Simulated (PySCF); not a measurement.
# Worked example: chemical shift, span and skew from a shielding tensor

Al(F)(GeH3)(Me) (CH6AlFGe), SMILES [CH3][Al]([F])[GeH3]. Atoms are numbered in the order given.

```xyz
10

Al     0.3074     0.5162    -0.8771
F      1.9207     0.3678    -1.3003
Ge    -0.3674    -0.6932     1.1647
H     -0.1204    -2.2116     1.0422
H      0.4187    -0.2140     2.4033
H     -1.8668    -0.5025     1.4786
C     -0.8116     1.6020    -2.0370
H     -1.8411     1.7105    -1.6625
H     -0.8630     1.1569    -3.0455
H     -0.3819     2.6105    -2.1596
```
Charge 0, spin multiplicity 1.

Geometry: PBE0-D3(BJ)/def2-SVP.

GIAO shieldings from HF/pcSseg-1 (PySCF), non-relativistic, no solvent. The symmetric part of the tensor of F2 has the principal values 240.3, 382.9, 399.7 ppm. The same nucleus in CFCl3 has σ = 238.5 ppm at this level (PySCF, at its B3LYP-D3(BJ)/def2-TZVP geometry).

### Question
Work out the isotropic shielding, the ¹⁹F shift against CFCl3, the span and the skew.

### Answer

σ(iso) = (σ11 + σ22 + σ33)/3 = 341.0 ppm. δ = σ(ref) − σ(iso) = 238.5 − (341.0) = -102.5 ppm.
Span Ω = σ33 − σ11 = 159.4 ppm. Skew κ = 3(σ(iso) − σ22)/Ω = -0.79. Tumbling in solution averages the tensor to δ; in a static solid the shielding alone would spread this spin-1/2 line over Ω.
